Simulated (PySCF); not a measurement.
Computed shifts of a molecule C₃H₇BFN, B3LYP/pcSseg-1 (PySCF), GIAO, gas phase, equivalent atoms averaged, in ppm (number of nuclei): ¹³C: 149.2 (1), 140.3 (1), 26.1 (1). ¹⁵N: 81.3 (1). ¹⁹F: -140.3 (1). ¹H: 6.36 (1), 6.14 (1), 3.15 (2), 2.11 (3). References: ¹³C against TMS (σ = 181.3 ppm); ¹¹B against BF3 (σ = 86.3 ppm); ¹⁵N against NH3 (σ = 265.5 ppm); ¹⁹F against CFCl3 (σ = 161.7 ppm); ¹H against TMS (σ = 31.68 ppm), references at their B3LYP-D3(BJ)/def2-TZVP geometries, non-relativistic. The structure is a stationary point at B3LYP-D3(BJ)/def2-SVP. The values are those of a single conformer.

Question: Pick the molecule that these values belong to.
A) FB1CCCN1
B) C=C(C)B(N)F
C) C=CB(F)NC
D) C=CB(N)CF

Answer: B, C=C(C)B(N)F
